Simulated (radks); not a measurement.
Values are calculated unless marked as measured or tabulated.
The zinc ion Zn+ inside a hard spherical wall (all orbitals vanish at R), configuration held at [Ar] 3d10 4s1 and not refilled when levels cross. Code: a radial shooting solver on a logarithmic mesh with Libxc functionals. Model: scalar-relativistic Kohn-Sham, LDA (Slater exchange, Perdew-Wang correlation), spin-unpolarised, spherical densities, finite nucleus; Fermi nuclear charge, rms radius 3.9283 fm. Eigenvalues in eV, with the zero of energy where the potential of the charges vanishes at infinity; a dash marks a level that is unbound or too diffuse for the functional's potential to be trusted. A positive occupied level is held by the wall or, in an anion where self-interaction has pushed it up, behind a barrier. The pressure on the wall is -dE/dV.

[
 {"R (bohr)": "free", "E (hartree)": "-1792.93721", "kinetic (hartree)": "1820.745", "e(3s)": "-138.38", "e(3p)": "-93.027", "e(3d)": "-20.121", "e(4s)": "-14.341", "e(4p, empty)": "-7.993", "e(5s, empty)": "-3.495", "pressure (GPa)": "0"},
 {"R (bohr)": "15", "E (hartree)": "-1792.93721", "kinetic (hartree)": "1820.745", "e(3s)": "-138.38", "e(3p)": "-93.027", "e(3d)": "-20.121", "e(4s)": "-14.341", "e(4p, empty)": "-7.993", "e(5s, empty)": "-3.480", "pressure (GPa)": "< 0.0001"},
 {"R (bohr)": "8", "E (hartree)": "-1792.93711", "kinetic (hartree)": "1820.747", "e(3s)": "-138.37", "e(3p)": "-93.020", "e(3d)": "-20.114", "e(4s)": "-14.334", "e(4p, empty)": "-7.944", "e(5s, empty)": "-1.927", "pressure (GPa)": "0.00648"},
 {"R (bohr)": "7", "E (hartree)": "-1792.93664", "kinetic (hartree)": "1820.752", "e(3s)": "-138.34", "e(3p)": "-92.994", "e(3d)": "-20.089", "e(4s)": "-14.304", "e(4p, empty)": "-7.828", "e(5s, empty)": "-0.450", "pressure (GPa)": "0.0474"},
 {"R (bohr)": "4", "E (hartree)": "-1792.85402", "kinetic (hartree)": "1821.213", "e(3s)": "-136.67", "e(3p)": "-91.332", "e(3d)": "-18.485", "e(4s)": "-11.555", "e(4p, empty)": "-2.917", "e(5s, empty)": "25.234", "pressure (GPa)": "20.2"},
 {"R (bohr)": "3.5", "E (hartree)": "-1792.74390", "kinetic (hartree)": "1821.716", "e(3s)": "-135.17", "e(3p)": "-89.857", "e(3d)": "-17.046", "e(4s)": "-8.691", "e(4p, empty)": "1.204", "e(5s, empty)": "41.597", "pressure (GPa)": "63.6"},
 {"R (bohr)": "3", "E (hartree)": "-1792.46738", "kinetic (hartree)": "1822.865", "e(3s)": "-132.24", "e(3p)": "-86.976", "e(3d)": "-14.172", "e(4s)": "-2.514", "e(4p, empty)": "9.366", "e(5s, empty)": "70.605", "pressure (GPa)": "225"},
 {"R (bohr)": "2.5", "E (hartree)": "-1791.70321", "kinetic (hartree)": "1825.798", "e(3s)": "-126.24", "e(3p)": "-81.097", "e(3d)": "-8.037", "e(4s)": "11.936", "e(4p, empty)": "27.037", "e(5s, empty)": "126.54", "pressure (GPa)": "943"},
 {"R (bohr)": "2", "E (hartree)": "-1789.22695", "kinetic (hartree)": "1834.819", "e(3s)": "-112.99", "e(3p)": "-67.895", "e(3d)": "6.609", "e(4s)": "50.413", "e(4p, empty)": "70.585", "e(5s, empty)": "248.14", "pressure (GPa)": "5210"},
 {"R (bohr)": "1.5", "E (hartree)": "-1778.75235", "kinetic (hartree)": "1870.743", "e(3s)": "-77.109", "e(3p)": "-30.523", "e(3d)": "49.158", "e(4s)": "174.83", "e(4p, empty)": "200.22", "e(5s, empty)": "565.86", "pressure (GPa)": "44500"}
]
